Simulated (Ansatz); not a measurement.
Calculated with Ansatz (gas phase, PBE0-D4/def2-TZVP geometries, no zero-point term in ΔE). CBS: MP2 limit from def2 TZ/QZ plus the TZ coupled-cluster correction, frozen cores. Functionals use def2-TZVPP. B3LYP here is the variant with VWN-RPA as its local correlation; programs differ in this. For Ge outer-core shells are correlated without core-valence functions, which leaves a few kJ/mol of doubt a bond. Scalar relativity is left out up to krypton. One conformer a species, not always the lowest.

Consider the formal exchange of groups at a C–C bond: `C[CH]1[S][GeH2]1` + `BBCC` → `BB(C)CC` + `[CH2]1[S][GeH2]1`.

```
         level  ΔE (kcal/mol)
        PBE-D4           -9.0
      B3LYP-D4           -8.9
       ωB97M-V           -9.6
        B2PLYP           -9.0
          PBE0           -9.4
MP2/def2-QZVPP           -8.7
  HF/CBS(def2)           -9.0
 MP2/CBS(def2)           -8.6
```

(1) What does CCSD(T)/CBS give? (Estimate.)

Largest T1 diagnostic among the species: 0.012.

Answers

(1) The calculation gave: -8.9 kcal/mol. The listed levels differ from it by -0.1, 0.0, -0.7, -0.1, -0.5, 0.2, -0.1, 0.3 kcal/mol.
